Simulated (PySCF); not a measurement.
# How exact exchange moves a shielding

Molecule: `InChI=1S/BClH5PSi/c2-1-3-4/h1,3H,4H3`.

Atom-mapped SMILES (the numbers label the heavy atoms): `[SiH3:1][PH:2][BH:3][Cl:4]`; H(Xn) means a hydrogen on atom n.

GIAO shieldings (ppm, equivalent atoms averaged) in PySCF on the PBE0-D3(BJ)/def2-SVP geometry, basis pcSseg-2, gas phase, non-relativistic:

```tsv
functional	exact exchange (%)	σ(Si1)	σ(B3)	σ(Cl4)
BLYP	0	395.0	7.5	579.2
BP86	0	406.6	12.1	583.1
PBE	0	409.3	10.7	579.9
PBE0	25	423.2	15.3	628.7
mPW1PW91	25	420.8	15.5	630.2
BHandHLYP	50	423.9	17.7	668.8
HF	100	455.2	32.7	743.6
```

Q: Fit each shielding as a line in the percentage of exact exchange.

A: σ(Si1) = 405.0 + 0.50 x (rms 5.4 ppm); σ(B3) = 9.7 + 0.22 x (rms 1.8 ppm); σ(Cl4) = 583.7 + 1.64 x (rms 3.9 ppm). The functionals also differ in their semilocal parts, which the line can't hold; Hartree–Fock has no correlation at all.

Q: What does the line predict for B3LYP (20 %), and what does the run give?

A: σ(Si1): 415.0 predicted, 406.8 computed; σ(B3): 14.1 predicted, 11.2 computed; σ(Cl4): 616.5 predicted, 617.4 computed ppm.
